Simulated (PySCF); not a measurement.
Mg(Cl)(Me) (CH3ClMg), SMILES [CH3][Mg][Cl]. Geometry optimised at PBE-D3(BJ)/def2-TZVP.

Calculation: PBE-D3(BJ)/def2-TZVP (PySCF).

Harmonic wavenumbers (cm⁻¹): 103, 103, 362, 575, 575, 612, 1108, 1399, 1399, 2965, 3047, 3047. Rotational constants (GHz): 158.8, 2.332, 2.332; symmetry number 3.

Task: Work out the zero-point energy and the ideal-gas rigid-rotor harmonic-oscillator thermochemistry at 298.15 K and 1 atm.

Result: ZPE = ½ Σ hcν = ½ × 15298 cm⁻¹ = 21.87 kcal/mol. H − E(el) = 25.71 kcal/mol. Entropy in cal/(mol K): translation 38.85, rotation 21.25, vibration 9.41, total 69.51. G − E(el) = 4.99 kcal/mol. Cp = 17.05 cal/(mol K). Modes under 150 cm⁻¹ make the vibrational entropy uncertain.
